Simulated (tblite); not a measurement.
Species: C₅H₂F₂O₂.
Z-matrix (Å and degrees, GFN2-xTB geometry), rows numbered from 1:
```
O 
C   1  1.1841
F   2  1.3588  1  120.20
C   2  1.4511  1  128.41  3  -179.98
C   4  1.3802  2  128.80  1    -0.05
C   5  1.4048  4  104.62  2   179.98
F   6  1.3280  5  126.51  4  -179.99
C   6  1.3727  5  107.47  4    -0.02
O   8  1.3287  6  109.61  5     0.02
H   5  1.0700  4  127.13  2     0.02
H   8  1.0720  6  131.71  5  -179.87
```

Level: GFN2-xTB in tblite, geometry and Hessian alike; calculated harmonic values, unscaled, isolated species. Against measured fundamentals such values can be off by several per cent, at times by over 20. One conformer, not necessarily the lowest.

**Question.** How many normal modes are there?

**Answer.** 11 atoms, non-linear: 3N − 6 = 27.

**Question.** What is the point group of the computed structure, and how do the modes divide by symmetry?

**Answer.** Cs. The vibrations span 19 a′ + 8 a″.

**Question.** How many distinct wavenumbers does the calculation give?

**Answer.** 27: Cs has no degenerate species.

**Question.** How many fundamentals are allowed in the infrared by symmetry?

**Answer.** 27 of 27: in Cs every mode is allowed. All fundamentals are allowed in the Raman spectrum.

**Question.** Which of the modes above 1550 cm⁻¹ are stretches that can be named?

**Answer.** C=O 1828; aromatic C–H 3178, 3202; not assigned to one kind of bond 1590 cm⁻¹.

**Question.** How are the modes spread over the spectrum?

**Answer.** 3 under 200 cm⁻¹; 5 from 200 to 600 cm⁻¹; 8 from 600 to 1000 cm⁻¹; 7 from 1000 to 1550 cm⁻¹; 2 from 1550 to 2000 cm⁻¹; 2 above 2600 cm⁻¹.

**Question.** Treat the C=O stretch at 1828 cm⁻¹ as a diatomic oscillator. What force constant follows?

**Answer.** With μ = 6.856 u, k = μ(2πcν̃)² = 1350 N/m; the bond's atoms carry 99 % of the mode, and this is an estimate.

**Question.** How far is the lowest real mode excited at 77 K, as a harmonic oscillator?

**Answer.** 72.5 cm⁻¹ is a vibrational temperature θ of 104 K. The population of v = 1 over v = 0 is exp(−θ/T) = 0.26, and the mean quantum number is 0.35.
